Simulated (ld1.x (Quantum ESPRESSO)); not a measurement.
Before and after: PAW potential for phosphorus (P)

P (Z = 15), PAW, made with ld1.x (Quantum ESPRESSO) 7.5 (LDA (PZ), scalar-relativistic). Core [Ne], reference 3s2 3p3. Waves: 3s (bound): rcut 1.20, rcutus 1.65 bohr; 3s channel at 0.05 Ry: rcut 1.20, rcutus 1.65 bohr; 3p (bound): rcut 1.85, rcutus 1.95 bohr; 3p channel at 0.5 Ry: rcut 1.85, rcutus 1.95 bohr. Local part: all-electron potential smoothed inside 1.75 bohr (lloc = -1). Core correction: a·sin(br)/r model core, default radius (ld1.x builds one for every PAW set, though the input has nlcc=.false.). Augmentation charge: PSQ, inside the norm-conserving radii.

Change: wave 3s channel at 0.05 Ry: rcut 1.20, rcutus 1.65 bohr becomes 3s channel at 4.95 Ry: rcut 1.20, rcutus 1.65 bohr.

Cutoffs: the cutoffs (Ry, on a coarse ladder) from which the occupation-weighted sum of valence levels, in a spherical-Bessel basis at the reference potential, stays within 10 and 1 mRy of its value at 400 Ry; they do not see the model core or the augmentation charge, which bear on the density cutoff. Errors are all-electron minus pseudo energies relative to the spin-unpolarised reference configuration.

Task: Predict the effect on cutoff, ghosts and configuration errors.

Result: The potential gets neither clearly harder nor softer (15 Ry and 21 Ry → 15 Ry and 21 Ry); the p channel sets the loose cutoff, while the largest relative change is in s, which becomes harder; the errors of the 9 common tests hardly move; neither file shows a bound ghost.

| quantity | base | changed |
| --- | --- | --- |
| cutoff, loose | 15 Ry | 15 Ry |
| cutoff, tight | 21 Ry | 21 Ry |
| loose cutoff by channel (10 mRy a level) | s 6 Ry, p 10 Ry | s 8 Ry, p 10 Ry |
| bound ghosts | none | none |
| error for 3s2 3p2, meV [ΔE 9.82 eV] | -1.5 | -1.4 |
| error for 3s2 3p1, meV [ΔE 29.07 eV] | -11 | -9.9 |
| error for 3s2 3p0, meV [ΔE 58.96 eV] | -47 | -43 |
| error for 3s1 3p0, meV [ΔE 111.15 eV] | -162 | -155 |
| error for 3s1 3p4, meV [ΔE 8.50 eV] | -0.3 | -0.3 |
| error for 3s1 3p3, meV [ΔE 18.89 eV] | -2.6 | -2.4 |
| error for 3s0 3p5, meV [ΔE 17.14 eV] | -0.6 | -0.6 |
| error for 3s2 3p3 (spin-polarised), meV [ΔE -1.51 eV] | -1.0 | -1.0 |
| error for 3s2 3p2 (spin-polarised), meV [ΔE 8.98 eV] | -2.2 | -2.0 |
| s: phases at 2.14 bohr within 0.05 rad from the reference energy up to (Ry; the scan ends near 5) | 4.6 | to the end of the scan |
| p: phases at 2.14 bohr within 0.05 rad from the reference energy up to (Ry; the scan ends near 5) | to the end of the scan | to the end of the scan |
| lowest overlap eigenvalue by channel | s 0.44, p 0.82 | s 0.60, p 0.82 |
